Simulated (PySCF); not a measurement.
C7H8O.
Geometry (GFN2-xTB, Å), atoms numbered from 1 in this order:
```xyz
16
C7H8O angstrom
C      2.7837    0.4166   -0.1289
C      1.5228    0.8188   -0.0017
C      0.4042   -0.0842   -0.0799
C     -0.9479    0.0511   -0.0147
C     -1.8867    1.1739    0.1582
C     -1.2414   -1.4240   -0.1908
C      0.2967   -1.5472   -0.2658
O      1.0448   -2.4704   -0.4162
H      3.6097    1.1040   -0.0662
H      3.0207   -0.6197   -0.2992
H      1.2841    1.8619    0.1684
H     -2.4785    1.0265    1.0627
H     -2.5829    1.2073   -0.6807
H     -1.3616    2.1231    0.2261
H     -1.7725   -1.7029   -1.1011
H     -1.7030   -1.9259    0.6597
```

NICS is the negative of the GIAO shielding at a point without a nucleus: at the ring centre (0) and 1 Å above and below it (1); zz is the component along the ring normal. Level: GIAO PBE0/pcSseg-1 (PySCF, non-relativistic, gas phase) on the GFN2-xTB geometry, one conformer.

Ring bond lengths (Å), with Mayer bond orders in brackets: C3–C4 1.360 (1.54), C4–C6 1.514 (1.07), C6–C7 1.545 (1.00), C7–C3 1.479 (0.98).

Task: What do the NICS probes read (ppm)?

Result: 
```csv
ring,type,NICS(0),"NICS(1), two faces","NICS(1)zz, two faces",rms pucker (Å),"centre to ring atoms, mean (Å)"
C3–C4–C6–C7,"4-membered carbocycle; formal bonds 1 double, 3 single",4.8,-2.8 / -2.8,1.1 / 1.2,0.00,1.04
```

Task: What do they say, and how far can they be read as aromaticity?

Result: 
- C3–C4–C6–C7: mean NICS(1)zz 1.2 ppm, near zero. C6 has four or more neighbours, so the value isn't read as a sign of a π ring current. NICS(0) lies 8 ppm above the mean NICS(1).

On AMD EPYC 9R45, one thread, shared host with 96 logical CPUs at a one-minute load of 29, this took 16 s (with the writing of density and orbital grids) and 0.79 GiB of memory at its peak. This is the whole shielding run at PBE0/pcSseg-1, SCF included.
